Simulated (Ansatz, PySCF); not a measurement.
Lewis adduct: BH3 (SMILES B) (first 4 atoms) with H2O (SMILES O); geometry from B3LYP-D3(BJ)/def2-TZVP, rigid monomers moved along the line of their centres of mass till B1···O5 is 1.99 Å.
(charge 0, multiplicity 1):
```xyz
7

B      0.21063     0.24930     0.78962
H      0.61722    -0.76718     0.28698
H     -0.85292     0.63724     0.39400
H      1.03723     1.09088     1.00556
O     -0.24791    -0.32948     2.63614
H     -0.90274    -1.03867     2.59197
H      0.54151    -0.69209     3.05926
```

Interaction energies are E(AB) − E(A) − E(B) at the monomers' geometry in the complex; basis-set methods are counterpoise corrected.

Cores are frozen in the correlated methods. CBS: X⁻³ extrapolation of the correlation energy, Hartree–Fock from the larger set.

The values were computed with Ansatz (an electronic-structure program) with Gaussian orbitals; PySCF for the dispersion terms. 

The comparison value is -18.78 kcal/mol (CCSD(T)/CBS(aug-cc-pVDZ, aug-cc-pVTZ)). It is a level with limits of its own, not the exact answer.

Task: Order these levels by how close they come to the comparison value for the interaction energy, closest first: B3LYP-D3(BJ)/def2-TZVPPD, CCSD(T)/aug-cc-pVDZ, wB97X-V/def2-TZVPPD. Give each level's value less the comparison value.

Result: B3LYP-D3(BJ)/def2-TZVPPD (-0.24 kcal/mol), wB97X-V/def2-TZVPPD (-0.70 kcal/mol), CCSD(T)/aug-cc-pVDZ (1.69 kcal/mol)
